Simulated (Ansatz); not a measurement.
Li₈I₈⁻ (started as a model of: 2x2x4 LiI rock-salt block), relaxed as a doublet with UKS PBE-D4/def2-SVP in Ansatz, starting from the PBE-D4/def2-SVP geometry of the neutral singlet. Force threshold 0.03 eV/Å.

In the def2 sets I takes a core potential; there is no spin–orbit coupling. The highest occupied level of the relaxed charge -1 doublet lies above zero (up to 0.48 eV). By energy differences its removal costs 0.59 eV (each at its own geometry, to the charge 0 singlet, at PBE-D4/def2-SVP); self-interaction error and the lack of diffuse functions both raise the level. The relaxation made no stability test and no search for a lower SCF solution.

Start:

```xyz
16

Li    0.4932   -2.8596    3.0459
I    -0.2803   -0.2835    2.6362
Li   -0.7226    1.8624    0.8717
I    -1.4614    4.4466    0.2103
I    -1.1386   -4.3038    1.4615
Li   -1.2343   -1.7552    0.3854
I    -2.4864    0.4357   -0.8588
Li   -2.3391    2.9615   -1.8592
I     2.9907   -2.9725    2.0417
Li    1.8714   -0.7541    0.8225
I     1.9048    1.8494   -0.2410
Li    0.5928    3.9054   -1.4468
Li    1.2546   -4.0070    0.2600
I     0.8601   -2.0020   -1.5362
Li    0.0840    0.6466   -2.0796
I    -0.3890    2.8301   -3.7135
```

```tsv
step	energy (eV)	largest force component (eV/Å)	SCF passes
1	-66462.8541	0.050	16
2 (rejected)	-66462.8493	0.066	18
3	-66462.8627	0.007	18
```

Force components are those of the run's own axes.

End:

```xyz
16

Li    0.497   -2.886    3.077
I    -0.280   -0.287    2.647
Li   -0.722    1.863    0.866
I    -1.465    4.453    0.219
I    -1.149   -4.310    1.461
Li   -1.229   -1.756    0.387
I    -2.496    0.440   -0.863
Li   -2.364    2.989   -1.877
I     3.002   -2.972    2.045
Li    1.868   -0.758    0.823
I     1.911    1.859   -0.243
Li    0.601    3.944   -1.460
Li    1.267   -4.047    0.260
I     0.864   -2.012   -1.540
Li    0.082    0.651   -2.076
I    -0.387    2.829   -3.725
```

By distances, no bond broke or formed. The bond that changes most is Li13–I14, from 2.72 to 2.75 Å (atoms count from 1).

No frequencies were taken in this run, so the end may be a saddle point.

It took 52 s on 4 threads of Arm Neoverse V2 on a shared host, peak host memory 0.86 GiB.
